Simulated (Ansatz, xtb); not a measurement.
**Isomers of C2HBS in order of energy**

4 gas-phase structures of C2HBS, found in a search over its isomers (lower ones may exist). Each was relaxed with GFN2-xTB:

A. `S=C1B=C1`, a singlet
B. `[CH+]=[B-]=C=S`, a singlet
C. `C#CB=S`, a singlet
D. `B=C=C=S`, a singlet

Question: Make a reasoned guess at their ranking by r2SCAN-D4/def2-SVP single-point energy.

Answer: Calculated order at r2SCAN-D4/def2-SVP: C (0.0), D (24.4), B (56.5), A (65.7) kcal/mol.

Energies above the lowest of each column, in kcal/mol; the last columns are at B3LYP-D4/def2-TZVP geometries and were run for some of them only (a dash: not run or not comparable):

| structure | GFN2-xTB | HF/STO-3G | r2SCAN-D4/def2-SVP | B3LYP-D4/def2-TZVP | CCSD(T)/def2-TZVPP |
| --- | --- | --- | --- | --- | --- |
| C | 0.0 | 0.0 | 0.0 | 0.0 | 0.0 |
| D | 13.3 | 45.8 | 24.4 | 24.6 | 31.6 |
| B | 59.9 | 96.9 | 56.5 | – | – |
| A | 61.5 | 111.1 | 65.7 | – | – |

Every level run on C puts it lowest or level with the lowest. Some further structures that were screened fall inside this span and aren't listed. Frequencies (B3LYP-D4/def2-TZVP) were run for C, D alone. Large T1 diagnostics make some coupled-cluster values less sure.

Over these structures GFN2-xTB departs from r2SCAN-D4/def2-SVP by 4.7 kcal/mol on average once a common shift is removed. A GFN2-xTB relaxation took about 0.11 s and the r2SCAN-D4/def2-SVP energy about 0.88 s on a shared host (Ansatz 0.2.0, xtb 6.7.1).
